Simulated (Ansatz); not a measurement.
Z-matrix (Å, degrees):
```
C
B 1 1.567
H 1 1.091 2 116.0
H 1 1.097 2 109.5 3 123.2
H 1 1.097 2 108.9 3 -122.8
B 2 1.617 1 128.9 3 -3.6
H 2 1.211 1 116.6 3 -179.6
Ga 6 2.073 2 120.4 1 -87.9
H 6 1.202 2 124.5 1 94.5
H 8 1.576 6 120.6 2 92.2
H 8 1.574 6 122.5 2 -88.0
```

The species carries charge 0 and has multiplicity 1.

Task: List the PBE0/def2-TZVPP orbital energies in eV (the Gaussian-basis code of Ansatz). (Best estimate.)

Result: The calculation gave: Occupied: -10146.95, -1252.86, -1109.04, -1108.93, -1108.92, -277.66, -184.49, -184.11, -151.07, -104.10, -103.79, -103.78, -23.17, -23.03, -23.03, -22.88, -22.85, -19.69, -14.81, -12.67, -11.81, -11.34, -11.17, -9.49, -8.63, -8.43, -7.20. Lowest empty: -1.85, -1.75, -0.68, 1.26, 1.59, 2.13, 2.34, 2.56.
